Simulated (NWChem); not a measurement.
System: GaH3; SMILES [GaH3]

Input file for NWChem:

```
start job
memory heap 200 mb stack 900 mb global 1100 mb
geometry units angstroms noautosym nocenter noautoz
  Ga     0.000000     0.000000     0.000000
  H      1.110674     1.110674     0.000000
  H      0.406535    -1.517209     0.000000
  H     -1.517209     0.406535     0.000000
end
basis spherical
  * library def2-svpd
end
dft
  xc xcamb88 1.00 lyp 0.81 vwn_5 0.19 hfexch 1.00
  cam 0.33 cam_alpha 0.19 cam_beta 0.46
  iterations 150
end
tddft
  cis
  nroots 6
  notriplet
end
task tddft energy
```

Excerpt of the output:

```
             Northwest Computational Chemistry Package (NWChem) 7.3.0
             --------------------------------------------------------

                             Geometry "geometry" -> ""
                             -------------------------

 Output coordinates in angstroms (scale by  1.889725989 to convert to a.u.)

  No.       Tag          Charge          X              Y              Z
 ---- ---------------- ---------- -------------- -------------- --------------
    1 Ga                  31.0000     0.00000000     0.00000000     0.00000000
    2 H                    1.0000     1.11067400     1.11067400     0.00000000
    3 H                    1.0000     0.40653500    -1.51720900     0.00000000
    4 H                    1.0000    -1.51720900     0.40653500     0.00000000

 Effective nuclear repulsion energy (a.u.)      31.9151196840

                                 NWChem DFT Module
                                 -----------------

 Summary of "ao basis" -> "ao basis" (spherical)
 ------------------------------------------------------------------------------
       Tag                 Description            Shells   Functions and Types
 ---------------- ------------------------------  ------  ---------------------
 Ga                        def2-svpd                14       38   6s4p4d
 H                         def2-svpd                 4        8   2s2p

            General Information
            -------------------
          SCF calculation type: DFT
          Wavefunction type:  closed shell.
          No. of atoms     :     4
          No. of electrons :    34
           Alpha electrons :    17
            Beta electrons :    17
          Charge           :     0
          Spin multiplicity:     1
          Use of symmetry is: off; symmetry adaption is: off
          Maximum number of iterations: 150
          AO basis - number of functions:    62
                     number of shells:    26
          Convergence on energy requested:  1.00D-06
          Convergence on density requested:  1.00D-05
          Convergence on gradient requested:  5.00D-04

              XC Information
              --------------
                     Hartree-Fock (Exact) Exchange  1.000
                   CAM-Becke88 Exchange Functional  1.000
                      VWN V Correlation Functional  0.190 local
              Lee-Yang-Parr Correlation Functional  0.810

[...]

                                NWChem TDDFT Module
                                -------------------

            General Information
            -------------------
           No. of orbitals :     124
            Alpha orbitals :      62
             Beta orbitals :      62
        Alpha frozen cores :       0
         Beta frozen cores :       0
     Alpha frozen virtuals :       0
      Beta frozen virtuals :       0
         Spin multiplicity :       1
    Number of AO functions :      62
        Use of symmetry is : off
      Symmetry adaption is : off
         Schwarz screening :  0.10D-07

              XC Information
              --------------
              Hartree-Fock (Exact) Exchange   1.00
            CAM-Becke88 Exchange Functional   1.00
               VWN V Correlation Functional   0.19 local
       Lee-Yang-Parr Correlation Functional   0.81
           Alpha           :  0.19
           Beta            :  0.46
           Gamma           :  0.33

             TDDFT Information
             -----------------
          Calculation type : Tamm-Dancoff TDDFT
         Wavefunction type : Restricted singlets
          No. of electrons :      34
           Alpha electrons :      17
            Beta electrons :      17
              No. of roots :       6
          Max subspacesize :    5200
            Max iterations :     100
               Target root :       1
           Target symmetry : none
      Symmetry restriction : off
                 Algorithm : Optimal
        Davidson threshold :  0.10D-03

    6 smallest eigenvalue differences (eV)
--------------------------------------------------------
  No. Spin  Occ  Vir  Irrep   E(Occ)    E(Vir)   E(Diff)
--------------------------------------------------------
    1    1   17   18 a        -0.367    -0.035     9.036
    2    1   16   18 a        -0.367    -0.035     9.036
    3    1   17   19 a        -0.367     0.030    10.791
    4    1   16   19 a        -0.367     0.030    10.791
    5    1   17   20 a        -0.367     0.069    11.870
    6    1   16   20 a        -0.367     0.069    11.870
--------------------------------------------------------

  Entering Davidson iterations
  Restricted singlet excited states

  Iter   NTrls   NConv    DeltaV     DeltaE      Time
  ----  ------  ------  ---------  ---------  ---------
    1      6       0     0.54E-01   0.10+100        2.8
    2     12       0     0.23E-01   0.10E-01        2.8
    3     18       0     0.15E-01   0.28E-02        2.9
    4     24       2     0.47E-02   0.55E-03        3.3
    5     28       4     0.64E-03   0.19E-04        2.3
    6     30       4     0.13E-03   0.44E-06        2.2
    7     32       6     0.80E-04   0.12E-07        2.6
  ----  ------  ------  ---------  ---------  ---------
  Convergence criterion met

  Ground state a       -1926.487824303699 a.u.

  ----------------------------------------------------------------------------
  Root   1 singlet a              0.191624830 a.u.                5.2144 eV
  ----------------------------------------------------------------------------
     Transition Moments    X -0.00000   Y  0.00000   Z -0.00000
     Dipole Oscillator Strength                    0.0000000000
     Electric Quadrupole                           0.0000001836
     Magnetic Dipole                               0.0000026933
     Total Oscillator Strength                     0.0000028769

[...]
```

Level: CAM-B3LYP/def2-SVPD, TDA. Geometry: optimised at PBE0/def2-SVP.
